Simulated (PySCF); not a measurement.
CH$_{6}$AlClO$_{2}$Si (SMILES [OH][Al]([OH])[CH2][SiH2]Cl), singlet, geometry from GFN2-xTB (such geometries of metal compounds can be far from the true shape); PySCF with CASSCF(10,8)/STO-3G.

Here is a job for PySCF.
```python
from pyscf import gto, scf, mcscf
import numpy

mol = gto.M(
    atom='''
Si    1.259172   -0.222448    0.528001
Cl    3.105194    0.085319   -0.266813
C    -0.032274    0.302387   -0.747838
Al   -1.909985    0.055223   -0.102451
O    -3.147817    0.468556   -1.103282
O    -2.082530   -0.556638    1.415017
H     1.202415    0.587655    1.745755
H     1.186212   -1.650307    0.841540
H     0.090548   -0.261413   -1.674805
H     0.102218    1.350277   -1.023626
H    -3.846668    0.711213   -1.691344
H    -2.285210   -0.901138    2.271297
''',
    basis='sto-3g',
    charge=0,
    spin=0,
    verbose=4,
)

mf = scf.RHF(mol)
mf.kernel()
mc = mcscf.CASSCF(mf, 8, 10)
mc.fix_spin_(ss=0.0)
mc.kernel()
occ = numpy.linalg.eigvalsh(mc.fcisolver.make_rdm1(mc.ci, mc.ncas, mc.nelecas))[::-1]
ss = mc.fcisolver.spin_square(mc.ci, mc.ncas, mc.nelecas)[0]
print('natural occupations', occ.round(4), ' <S^2>', round(ss, 4))
```

### Question
What does PySCF print? Leave out banner, timings and long lists.

### Answer

```
PySCF version 2.14.0

[INPUT] verbose = 4
[INPUT] num. atoms = 12
[INPUT] num. electrons = 72
[INPUT] charge = 0
[INPUT] spin (= nelec alpha-beta = 2S) = 0
[INPUT] symmetry False subgroup None
[INPUT] Mole.unit = angstrom
[INPUT] Symbol           X                Y                Z      unit          X                Y                Z       unit  Magmom
[...]
nuclear repulsion = 404.982162579148
number of shells = 30
number of NR pGTOs = 144
number of NR cGTOs = 48
basis = sto-3g
ecp = {}

******** <class 'pyscf.scf.hf.RHF'> ********
method = RHF
initial guess = minao
damping factor = 0
level_shift factor = 0
DIIS = <class 'pyscf.scf.diis.CDIIS'>
diis_start_cycle = 1
diis_space = 8
diis_damp = 0
SCF conv_tol = 1e-09
SCF conv_tol_grad = None
SCF max_cycles = 50
direct_scf = True
direct_scf_tol = 1e-13
Set gradient conv threshold to 3.16228e-05
Initial guess from minao.
init E= -1167.68051152235
[...]
cycle= 1 E= -1167.7273905363  delta_E= -0.0469  |g|= 0.638  |ddm|= 4.04
[...]
cycle= 2 E= -1167.87944448117  delta_E= -0.152  |g|= 0.123  |ddm|=  1.1
[...]
cycle= 3 E= -1167.88537663685  delta_E= -0.00593  |g|= 0.0251  |ddm|= 0.207
[...]
cycle= 4 E= -1167.88574355569  delta_E= -0.000367  |g|= 0.00518  |ddm|= 0.0623
[...]
cycle= 5 E= -1167.88575677118  delta_E= -1.32e-05  |g|= 0.00121  |ddm|= 0.0114
[...]
cycle= 6 E= -1167.88575769077  delta_E= -9.2e-07  |g|= 0.000348  |ddm|= 0.00294
[...]
cycle= 7 E= -1167.88575778508  delta_E= -9.43e-08  |g|= 5.51e-05  |ddm|= 0.0011
[...]
cycle= 8 E= -1167.88575778756  delta_E= -2.48e-09  |g|= 9.06e-06  |ddm|= 0.000183
[...]
cycle= 9 E= -1167.88575778763  delta_E= -6.78e-11  |g|= 2.2e-06  |ddm|= 2.94e-05
[...]
Extra cycle  E= -1167.88575778763  delta_E= 4.55e-13  |g|= 9e-07  |ddm|= 5.74e-06
converged SCF energy = -1167.88575778763

******** <class 'pyscf.mcscf.mc1step.CASSCF'> ********
CAS (5e+5e, 8o), ncore = 31, nvir = 9
max_cycle_macro = 50
max_cycle_micro = 4
conv_tol = 1e-07
conv_tol_grad = None
orbital rotation max_stepsize = 0.02
orbital rotation threshold for CI restart = 0.01
augmented hessian ah_max_cycle = 30
augmented hessian ah_conv_tol = 1e-12
augmented hessian ah_linear dependence = 1e-14
augmented hessian ah_level shift = 1e-08
augmented hessian ah_start_tol = 2.5
augmented hessian ah_start_cycle = 3
augmented hessian ah_grad_trust_region = 3
kf_trust_region = 3
kf_interval = 4
ci_response_space = 4
ci_grad_trust_region = 3
with_dep4 0
natorb = False
canonicalization = True
sorting_mo_energy = False
[...]
CASCI E = -1167.89119046516  S^2 = 0.0000000
[...]
macro iter  40 (  7 JK    2 micro), CASSCF E = -1167.92507284942  dE = -7.56507859e-05  S^2 = 0.0000000
               |grad[o]|=0.00142  |grad[c]|=0.0154  |ddm|=0.00854  |maxRot[o]|=0.0699
macro iter  41 (  7 JK    2 micro), CASSCF E = -1167.92515095280  dE = -7.81033818e-05  S^2 = 0.0000000
               |grad[o]|=0.00145  |grad[c]|=0.0161  |ddm|=0.0088  |maxRot[o]|=0.0699
macro iter  42 (  7 JK    2 micro), CASSCF E = -1167.92524253538  dE = -9.15825758e-05  S^2 = 0.0000000
               |grad[o]|=0.00154  |grad[c]|=0.0168  |ddm|=0.00921  |maxRot[o]|=0.0699
macro iter  43 (  7 JK    2 micro), CASSCF E = -1167.92536490994  dE = -1.22374560e-04  S^2 = 0.0000000
               |grad[o]|=0.00176  |grad[c]|=0.0173  |ddm|=0.00983  |maxRot[o]|=0.0699
macro iter  44 (  7 JK    2 micro), CASSCF E = -1167.92553260513  dE = -1.67695189e-04  S^2 = 0.0000000
               |grad[o]|=0.00211  |grad[c]|=0.0167  |ddm|=0.0103  |maxRot[o]|=0.0698
macro iter  45 (  7 JK    2 micro), CASSCF E = -1167.92575281999  dE = -2.20214863e-04  S^2 = 0.0000000
               |grad[o]|=0.00253  |grad[c]|=0.015  |ddm|=0.0104  |maxRot[o]|=0.0699
macro iter  46 (  7 JK    2 micro), CASSCF E = -1167.92600636638  dE = -2.53546395e-04  S^2 = 0.0000000
               |grad[o]|=0.00294  |grad[c]|=0.0109  |ddm|=0.00924  |maxRot[o]|=0.0699
macro iter  47 (  7 JK    2 micro), CASSCF E = -1167.92625368345  dE = -2.47317060e-04  S^2 = 0.0000000
               |grad[o]|=0.00323  |grad[c]|=0.00619  |ddm|=0.0069  |maxRot[o]|=0.0699
macro iter  48 (  7 JK    2 micro), CASSCF E = -1167.92649490838  dE = -2.41224933e-04  S^2 = 0.0000000
               |grad[o]|=0.00333  |grad[c]|=0.00475  |ddm|=0.00584  |maxRot[o]|=0.0699
macro iter  49 ( 21 JK    4 micro), CASSCF E = -1167.92697584744  dE = -4.80939061e-04  S^2 = 0.0000000
               |grad[o]|=0.00331  |grad[c]|=0.0131  |ddm|=0.0137  |maxRot[o]|=0.223
macro iter  50 ( 21 JK    4 micro), CASSCF E = -1167.92813354608  dE = -1.15769864e-03  S^2 = 0.0000000
               |grad[o]|=0.00432  |grad[c]|=0.0261  |ddm|=0.0365  |maxRot[o]|=0.295
1-step CASSCF not converged,  50 macro (529 JK 124 micro) steps
CASSCF canonicalization
Density matrix diagonal elements [1.996271   1.97726078 1.99488615 1.99687253 1.97607046 0.02486001
 0.00917943 0.02459964]
CASSCF energy = -1167.92813354608
CASCI E = -1167.92813354608  E(CI) = -20.3699922628693  S^2 = 0.0000000
natural occupations [1.9998 1.9989 1.9913 1.9782 1.9741 0.0255 0.0235 0.0088]  <S^2> 0.0
```

The run did not converge; its last values are not results.
